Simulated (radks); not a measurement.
Spherical jellium clusters: N electrons in a uniform positive sphere of charge N and radius rs N^(1/3), rs = 4.21 bohr. Method: non-relativistic Kohn-Sham, PBEsol, spin-polarised, spherical densities; computed with a radial shooting solver with Libxc functionals. Levels are named by radial order and angular momentum (1s, 1p, 1d, 2s, ...), and open shells are averaged over m.

N = 7, configuration 1s2 1p(up 3, down 2). This is the lowest configuration that the search found. Occupied levels:

level,occupation,eigenvalue (eV),<r> (bohr)
1s up,1,-4.2381,5.455
1s down,1,-4.0772,5.400
1p up,3,-3.0536,6.615
1p down,2,-2.8695,6.631

Energy (eV): total -12.2224, kinetic 10.877, external -194.29, Hartree 95.387, exchange-correlation -23.530, background 99.338.
